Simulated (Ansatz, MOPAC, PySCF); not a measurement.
Molecule: 2-bromofuran, C4H3BrO, net charge 0, singlet state. SMILES: Brc1ccco1
Geometry from a B3LYP-D3(BJ)/def2-TZVP (Ansatz, a program for electronic structure) optimisation:
```
C
C 1 1.3558
O 2 1.3541 1 111.31
C 3 1.3685 2 106.46 1 0.00
C 4 1.3542 3 110.17 2 0.00
H 4 1.0747 5 134.13 1 -180.00
H 1 1.0754 2 126.49 3 -180.00
H 5 1.0767 4 126.44 6 0.00
Br 2 1.8648 3 116.84 4 -180.00
```

Unscaled harmonic wavenumbers (cm⁻¹) in rising order, each level at the stationary point that it reaches from this structure (no distance between atoms moves by over 0.3 Å); the order of modes can differ between levels, and a negative number is imaginary. B3LYP-D3(BJ)/def2-TZVP (PySCF, at the structure above): 199, 264, 371, 614, 630, 735, 813, 871, 906, 927, 1025, 1078, 1132, 1187, 1246, 1398, 1495, 1594, 3253, 3272, 3289.

PM7 (MOPAC): 186, 228, 381, 495, 565, 837, 845, 899, 901, 969, 1090, 1116, 1165, 1257, 1262, 1385, 1624, 1683, 2766, 2790, 2799. Zero-point energy 36.1 against 37.6 kcal/mol; where all levels lie over 400 cm⁻¹, the wavenumbers are on average 0.991 times those of B3LYP-D3(BJ)/def2-TZVP.

HF/6-31G* with LANL2DZ past Ar (Ansatz): 219, 277, 372, 657, 686, 855, 938, 967, 996, 1009, 1100, 1185, 1208, 1306, 1371, 1533, 1664, 1776, 3445, 3467, 3492. Zero-point energy 40.8 against 37.6 kcal/mol; where all levels lie over 400 cm⁻¹, the wavenumbers are on average 1.095 times those of B3LYP-D3(BJ)/def2-TZVP.
